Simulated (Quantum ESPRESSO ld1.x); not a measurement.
Sb40+, 11 electrons, occupied as [Ne] 3s1. Calculated with ld1.x of Quantum ESPRESSO 7.5: scalar-relativistic Kohn-Sham, LDA (Slater exchange, Perdew-Wang correlation), spin-polarised, spherical densities, point nucleus; open shells are filled with parallel spins first.

Normalised radial functions P(r) = r R(r), r in bohr:

r,2p down
0.002921,0.0358
0.004055,0.0638
0.005584,0.1116
0.007752,0.1959
0.01076,0.3384
0.01494,0.5704
0.02057,0.9165
0.02856,1.4159
0.03964,2.0352
0.05503,2.6476
0.07579,3.0001
0.1052,2.8373
0.146,2.0814
0.2027,1.0762
0.2814,0.3430
0.3876,0.0591
0.538,0.0039
0.7469,0.0001

2p down: eigenvalue -6586.7 eV, 0 radial nodes, <r> = 0.105 bohr, 90 % of the charge inside 0.170 bohr.
